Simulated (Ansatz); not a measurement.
C₇H₁₅Te (SMILES C[C](C)[Te]C(C)(C)C), doublet, geometry from GFN2-xTB (all electrons, no relativity); B3LYP/STO-3G (Ansatz, a quantum-chemistry and plane-wave program).

The Ansatz input:
Ansatz 0.2 input:
```yaml
crystal:
  periodic: [false, false, false]
  atoms:
    - {symbol: C, position_ang: [2.03268779, -0.22335385, -1.69413065]}
    - {symbol: C, position_ang: [1.76311847, -0.30692740, -0.22902595]}
    - {symbol: C, position_ang: [2.97554914, -0.47036387, 0.62676881]}
    - {symbol: Te, position_ang: [0.08231888, 0.58638726, 0.64606209]}
    - {symbol: C, position_ang: [-1.52492325, -0.47459084, -0.47808921]}
    - {symbol: C, position_ang: [-1.82583324, 0.22932130, -1.78993442]}
    - {symbol: C, position_ang: [-1.10604538, -1.91307536, -0.71334842]}
    - {symbol: C, position_ang: [-2.74904732, -0.42092212, 0.42251326]}
    - {symbol: H, position_ang: [1.11922153, -0.13407112, -2.27546878]}
    - {symbol: H, position_ang: [2.57062604, -1.11321847, -2.02868665]}
    - {symbol: H, position_ang: [2.66706767, 0.63863744, -1.92967317]}
    - {symbol: H, position_ang: [3.51801728, -1.37128611, 0.33207862]}
    - {symbol: H, position_ang: [3.67032544, 0.36830294, 0.51167846]}
    - {symbol: H, position_ang: [2.71211522, -0.55138063, 1.67890587]}
    - {symbol: H, position_ang: [-0.96692153, 0.21403764, -2.45642095]}
    - {symbol: H, position_ang: [-2.10859732, 1.26618125, -1.61671056]}
    - {symbol: H, position_ang: [-2.65321997, -0.26759548, -2.29918966]}
    - {symbol: H, position_ang: [-0.91667132, -2.41761794, 0.23212585]}
    - {symbol: H, position_ang: [-1.89726396, -2.45203348, -1.23621935]}
    - {symbol: H, position_ang: [-0.20202922, -1.96462970, -1.31458575]}
    - {symbol: H, position_ang: [-3.59352252, -0.91176867, -0.06258970]}
    - {symbol: H, position_ang: [-2.56004959, -0.92537698, 1.36812386]}
    - {symbol: H, position_ang: [-3.03271704, 0.60915517, 0.63288225]}
basis:
  gaussian:
    orbitals: STO-3G
hamiltonian:
  xc: b3lyp
magnetization: {spin_polarized: true, initial_magnetization: 1}
```

It wrote (shortened):

```
Functional definition: B3LYP
1006 factors; integrals over basis functions are off by at most 4.2e-5 eV
mean field evaluation 1: about -185627.1285 eV, gradient 7.3e0 eV
mean field evaluation 2: about -185627.1480 eV, gradient 8.5e0 eV
mean field evaluation 4: about -185627.6149 eV, gradient 4.6e-1 eV
mean field evaluation 8: about -185627.5200 eV, gradient 1.4e-2 eV
mean field -185627.51998205 eV, -6821.6855364882 hartree, gradient 1.8e-5 eV, S^2 0.755683; 0 other end points of the search recorded, 0 dependent functions left out
reference -185627.52025302 eV, -6821.6855464463 hartree; 55, 54 occupied and 22, 23 virtual orbitals, 1006 factors
Total energy: -185627.52025302 eV, -6821.6855464463 hartree
```
